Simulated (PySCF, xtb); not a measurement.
bromo(trichloro)methane (CBrCl3), SMILES ClC(Cl)(Cl)Br.

GFN2-xTB run with xtb at its own geometry gives an orbital gap of 4.06 eV and a dipole moment of 2.25 D.

The structure is a stationary point at PBE-D3(BJ)/def2-SVP.

Task: What does PBE/def2-TZVP in PySCF give? (Estimate from the structure and the level; the computed values follow.)

Result: gap 4.13 eV (levels -7.27 and -3.14 eV), dipole 0.06 D.
